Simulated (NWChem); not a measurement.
System: CrNH₂O₂F; SMILES [NH]=[Cr](=[O])([OH])[F]

Here is an NWChem input.

```
start job
memory heap 200 mb stack 900 mb global 1100 mb
geometry units angstroms noautoz
  Cr     0.004557     0.011668     0.041492
  O      0.882044     0.188868     1.277294
  N      0.926197    -0.041233    -1.260923
  H      1.945368     0.018181    -1.367557
  F     -1.079816     1.322139    -0.120130
  O     -0.869949    -1.473064     0.165878
  H     -0.936342    -1.999554    -0.642345
end
basis spherical
  * library def2-svp
end
dft
  xc m06-2x
  grid coarse
  iterations 150
  mulliken
end
task dft gradient
```

Excerpt of the output:

```
             Northwest Computational Chemistry Package (NWChem) 7.3.0
             --------------------------------------------------------

 C1  symmetry detected

                             Geometry "geometry" -> ""
                             -------------------------

 Output coordinates in angstroms (scale by  1.889725989 to convert to a.u.)

  No.       Tag          Charge          X              Y              Z
 ---- ---------------- ---------- -------------- -------------- --------------
    1 Cr                  24.0000     0.04154967     0.00665103     0.03236277
    2 O                    8.0000     0.89872824    -0.08834216     1.29125556
    3 N                    7.0000     0.96378769    -0.19774812    -1.25457222
    4 H                    1.0000     1.97128207    -0.37464962    -1.33984404
    5 F                    9.0000    -0.70066970     1.54176927    -0.07646320
    6 O                    8.0000    -1.15947243    -1.23489769     0.06001091
    7 H                    1.0000    -1.32300725    -1.69074278    -0.77681989

 Effective nuclear repulsion energy (a.u.)     350.4900765764

                                 NWChem DFT Module
                                 -----------------

 Summary of "ao basis" -> "ao basis" (spherical)
 ------------------------------------------------------------------------------
       Tag                 Description            Shells   Functions and Types
 ---------------- ------------------------------  ------  ---------------------
 Cr                         def2-svp                11       31   5s3p2d1f
 O                          def2-svp                 6       14   3s2p1d
 N                          def2-svp                 6       14   3s2p1d
 H                          def2-svp                 3        5   2s1p
 F                          def2-svp                 6       14   3s2p1d

            General Information
            -------------------
          SCF calculation type: DFT
          Wavefunction type:  closed shell.
          No. of atoms     :     7
          No. of electrons :    58
           Alpha electrons :    29
            Beta electrons :    29
          Charge           :     0
          Spin multiplicity:     1
          Use of symmetry is: off; symmetry adaption is: off
          Maximum number of iterations: 150
          AO basis - number of functions:    97
                     number of shells:    41
          Convergence on energy requested:  1.00D-06
          Convergence on density requested:  1.00D-05
          Convergence on gradient requested:  5.00D-04

              XC Information
              --------------
                       M06-2X Method XC Functional
                     Hartree-Fock (Exact) Exchange  0.540
                        M06-2X Exchange Functional  1.000
                      M06-2X Correlation Potential  1.000

             Grid Information
             ----------------
          Grid used for XC integration:  coarse
          Radial quadrature: Mura-Knowles
          Angular quadrature: Lebedev.
          Tag              B.-S. Rad. Rad. Pts. Rad. Cut. Ang. Pts.
          ---              ---------- --------- --------- ---------
          Cr                  1.40       95           8.0       302
          O                   0.60       35          10.0       302
          N                   0.65       35           8.0       302
          H                   0.35       35          10.0       302
          F                   0.50       35          10.0       302
          Grid pruning is: on
          Number of quadrature shells:   305
          Spatial weights used:  Erf1

      Superposition of Atomic Density Guess
      -------------------------------------

 Sum of atomic energies:       -1346.95018949

      Non-variational initial energy
      ------------------------------

 Total energy =   -1347.157182
 1-e energy   =   -2550.463478
 2-e energy   =     852.816219
 HOMO         =      -0.388191
 LUMO         =      -0.057416

     ---------------------------------------------
      Total Density - Mulliken Population Analysis
     ---------------------------------------------

    Atom       Charge   Shell Charges
 -----------   ------   -------------------------------------------------------
    1 Cr  24    20.78   2.00  2.00  2.01  0.16  0.02  6.00  6.03  0.35  1.44  0.76  0.02
    2 O    8     9.14   1.99  1.16  0.77  3.22  1.98  0.01
    3 N    7     8.11   1.99  1.11  0.59  2.69  1.72  0.01
    4 H    1     0.74   0.58  0.12  0.04
    5 F    9     9.70   1.99  1.15  0.81  3.56  2.18  0.00
    6 O    8     8.89   1.99  1.11  0.68  3.13  1.97  0.00
    7 H    1     0.64   0.52  0.07  0.06

   convergence    iter        energy       DeltaE   RMS-Dens  Diis-err
 ---------------- ----- ----------------- --------- --------- ---------
 d= 0,ls=0.0,diis     1  -1349.0260696264 -1.70D+03  5.41D-02  9.25D+00
 d= 0,ls=0.0,diis     2  -1334.2529372740  1.48D+01  4.83D-02  9.96D+01
 d= 0,ls=0.0,diis     3  -1349.7850150184 -1.55D+01  1.31D-02  3.15D+00
 d= 0,ls=0.0,diis     4  -1349.9971288615 -2.12D-01  5.80D-03  1.07D+00
 d= 0,ls=0.0,diis     5  -1350.0866161587 -8.95D-02  2.40D-03  1.78D-01
  Resetting Diis
 d= 0,ls=0.0,diis     6  -1350.1031956774 -1.66D-02  5.51D-04  2.06D-02
 d= 0,ls=0.0,diis     7  -1350.1043216159 -1.13D-03  1.66D-03  9.52D-03
 d= 0,ls=0.0,diis     8  -1350.0915005086  1.28D-02  1.31D-03  1.70D-01
 d= 0,ls=0.0,diis     9  -1350.1051412172 -1.36D-02  1.31D-04  4.81D-04
 d= 0,ls=0.0,diis    10  -1350.1051922052 -5.10D-05  7.45D-05  5.10D-05
 d= 0,ls=0.0,diis    11  -1350.1052048314 -1.26D-05  7.73D-05  1.54D-05
 d= 0,ls=0.0,diis    12  -1350.1052119960 -7.16D-06  4.23D-05  1.35D-05
 d= 0,ls=0.0,diis    13  -1350.1052151927 -3.20D-06  3.13D-05  1.11D-06
 d= 0,ls=0.0,diis    14  -1350.1052161488 -9.56D-07  1.77D-05  8.22D-07
 d= 0,ls=0.0,diis    15  -1350.1052164391 -2.90D-07  8.01D-06  2.63D-07

         Total DFT energy =    -1350.105216439120
      One electron energy =    -2552.038251399245
           Coulomb energy =      934.766549168146
    Exchange-Corr. energy =      -83.323590784381
 Nuclear repulsion energy =      350.490076576360

 Numeric. integr. density =       58.000008759601

                       DFT Final Molecular Orbital Analysis
                       ------------------------------------

 Vector   27  Occ=2.000000D+00  E=-4.275198D-01
              MO Center= -3.1D-01, -5.0D-01,  7.5D-02, r^2= 2.7D+00
   Bfn.  Coefficient  Atom+Function         Bfn.  Coefficient  Atom+Function
  ----- ------------  ---------------      ----- ------------  ---------------
    83      0.295119  6 O  py                84     -0.295866  6 O  pz
    16     -0.242481  1 Cr d -1              86      0.227797  6 O  py
    50     -0.217195  3 N  py                70     -0.217657  5 F  pz
    87     -0.215483  6 O  pz                36     -0.214270  2 O  py
    73      0.163020  5 F  pz                39     -0.160308  2 O  py

 Vector   28  Occ=2.000000D+00  E=-4.029742D-01
              MO Center=  8.5D-02, -2.1D-01, -3.2D-01, r^2= 2.8D+00
   Bfn.  Coefficient  Atom+Function         Bfn.  Coefficient  Atom+Function
  ----- ------------  ---------------      ----- ------------  ---------------
    50      0.363821  3 N  py                83      0.277285  6 O  py
    53     -0.271271  3 N  py                86      0.219033  6 O  py
    16      0.212598  1 Cr d -1              36     -0.192220  2 O  py
    82     -0.183789  6 O  px                15     -0.177363  1 Cr d -2
    69     -0.150626  5 F  py                85     -0.140984  6 O  px

 Vector   29  Occ=2.000000D+00  E=-3.939093D-01
              MO Center=  5.6D-01, -2.1D-01, -5.5D-01, r^2= 2.7D+00
   Bfn.  Coefficient  Atom+Function         Bfn.  Coefficient  Atom+Function
  ----- ------------  ---------------      ----- ------------  ---------------
    51      0.410511  3 N  pz                54     -0.300691  3 N  pz
    35      0.298263  2 O  px                38      0.232477  2 O  px
    49      0.194463  3 N  px                48      0.183268  3 N  s
    82     -0.177957  6 O  px                18     -0.156675  1 Cr d  1
     3      0.148355  1 Cr s                 85     -0.144729  6 O  px

 Vector   30  Occ=0.000000D+00  E=-8.926968D-02
              MO Center=  1.3D-01, -6.7D-02, -1.6D-02, r^2= 1.6D+00
   Bfn.  Coefficient  Atom+Function         Bfn.  Coefficient  Atom+Function
  ----- ------------  ---------------      ----- ------------  ---------------
    19      0.663259  1 Cr d  2              17     -0.305807  1 Cr d  0
    24      0.207840  1 Cr d  2              54     -0.192866  3 N  pz
    15     -0.191580  1 Cr d -2              51      0.177464  3 N  pz
    16     -0.176521  1 Cr d -1              85      0.157251  6 O  px
    82      0.154558  6 O  px                48      0.144158  3 N  s

[...]

                         DFT ENERGY GRADIENTS

    atom               coordinates                        gradient
                 x          y          z           x          y          z
   1 Cr      0.078517   0.012569   0.061157   -0.022847   0.006128  -0.006224
   2 O       1.698350  -0.166942   2.440119    0.012194  -0.001930   0.017866
   3 N       1.821295  -0.373690  -2.370798    0.012128  -0.002517  -0.010154
   4 H       3.725183  -0.707985  -2.531938   -0.000797  -0.000149  -0.002425
   5 F      -1.324074   2.913521  -0.144494    0.000279   0.000704   0.000341
   6 O      -2.191085  -2.333618   0.113404   -0.001616  -0.002500   0.000562
   7 H      -2.500121  -3.195041  -1.467977    0.000658   0.000264   0.000034
```

Level: M06-2X/def2-SVP. Coordinates come from a PBE0/def2-SVP optimisation.
